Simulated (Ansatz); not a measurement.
Program: Ansatz. Geometries: PBE0-D4/def2-TZVP. ΔE: electronic, gas phase. CCSD(T)/CBS is the MP2 limit (def2-TZVPP, def2-QZVPP) plus CCSD(T) − MP2 in def2-TZVPP, frozen cores. This one scheme is used for every species. Functionals use def2-TZVPP. B3LYP here is the variant with VWN-RPA as its local correlation; programs differ in this. Elements past krypton have def2 core potentials. For I outer-core shells are correlated without core-valence functions, which leaves a few kJ/mol of doubt a bond. Each species was taken in one conformer, which may not be the lowest.

Consider the ligand exchange at the Si–I bond: `CO[SiH](I)OC` + H–F → `CO[SiH](F)OC` + HI.

CCSD(T)/CBS gives -58.0 kJ/mol.

Problem. Another level gave -50.8 kJ/mol. Which?
A. PBE-D4/def2-TZVPP
B. B3LYP/def2-TZVPP
C. ωB97M-V/def2-TZVPP
D. HF/def2-TZVPP

Solution. A. PBE-D4 -50.8, ωB97M-V -66.9, HF/def2-TZVPP -91.6, B3LYP -79.5 kJ/mol.

Largest T1 diagnostic among the species: 0.011.

The D4 term adds +13.0 kJ/mol with B3LYP and +7.2 kJ/mol with PBE0; it sums over pairs of atoms, weighted by their polarisabilities, and B3LYP, whose exchange is more repulsive, gets the larger term. In def2-TZVPP, CCSD(T) changes the Hartree–Fock value by +23.2 kJ/mol (the triples alone add +5.2 kJ/mol) and MP2 by +35.9 kJ/mol.
